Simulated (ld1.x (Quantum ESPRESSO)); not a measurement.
Plane-wave convergence, TM potential for Te (Z = 52)

ld1.x (Quantum ESPRESSO) 7.5 input, shortened:

```
&input
   title='Te', zed=52., rel=1, dft='PBESOL', iswitch=3,
   config='[Kr] 4d10 5s2 5p4 5d-2'
 /
 &inputp
   pseudotype=2, tm=.true., lloc=0,
   nlcc=.true., new_core_ps=.true., rcore=1.55
 /
3
5P  2  1   4.00   0.00  2.25  2.25  0.0
5D  3  2  -2.00   0.10  2.10  2.10  0.0
5S  1  0   2.00   0.00  1.65  1.65  0.0
 &test
   configts(1)='5s2 5p4'
 /
```

The pseudo-atom Hamiltonian at the reference potential is diagonalised in spherical Bessel functions j_l(qr) that vanish at 20 bohr, with q² up to the cutoff. All-electron valence levels (Ry): 5p -0.4386, 5s -1.1136.

**Question.** How do the lowest levels (Ry) of each channel move with the cutoff, and are there ghosts?

**Answer.**

| cutoff (Ry) | p #1 | d #1 | s #1 | f #1 | f #2 | Σ f·Δε (mRy) |
| --- | --- | --- | --- | --- | --- | --- |
| 8 | -0.4200 | 0.0096 | -1.0669 | 0.1133 | 0.2382 | 167.9 |
| 12 | -0.4330 | -0.0523 | -1.0963 | 0.1133 | 0.2382 | 57.1 |
| 18 | -0.4380 | -5.4693 | -1.0988 | 0.1133 | 0.2382 | 32.2 |
| 25 | -0.4382 | -18.7163 | -1.1066 | 0.1133 | 0.2382 | 15.9 |
| 40 | -0.4386 | -31.1745 | -1.1122 | 0.1133 | 0.2382 | 2.9 |
| 50 | -0.4386 | -31.4855 | -1.1128 | 0.1133 | 0.2382 | 1.7 |
| 60 | -0.4386 | -31.5503 | -1.1134 | 0.1133 | 0.2382 | 0.6 |
| 80 | -0.4386 | -31.6715 | -1.1135 | 0.1133 | 0.2382 | 0.3 |
| 400 | -0.4386 | -31.6969 | -1.1136 | 0.1133 | 0.2382 | 0.0 |

Result: ghost state, extra bound levels that the all-electron valence spectrum of the same l lacks: d at -431.3 eV (a true bound ghost makes a file unfit for plane-wave use); 10 mRy is reached at 30 Ry and 1 mRy at 60 Ry.
